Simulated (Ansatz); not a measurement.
Ansatz results at the PBE0-D4/def2-TZVP geometry: size of the dipole moment (PBE/def2-TZVPP) 2.13 D; size of the dipole moment (ωB97M-V/def2-TZVPP) 1.98 D; LUMO energy (ωB97M-V/def2-TZVPP) 1.89 eV.

Each molecule was computed in one conformer, which needn't be the lowest.

(1) Which molecule gave them?
A. `NC(O)S[SiH3]`
B. `B[Si]1([GaH2])CC1`
C. `CC1([SiH3])BO1`
D. `[CH3][Sb]([SiH3])[SH]`

Answers

(1) A. The others give `CC1([SiH3])BO1`: 1.34, 1.47, 1.30; `[CH3][Sb]([SiH3])[SH]`: 1.81, 1.92, 0.64; `B[Si]1([GaH2])CC1`: 1.39, 0.87, -0.34.
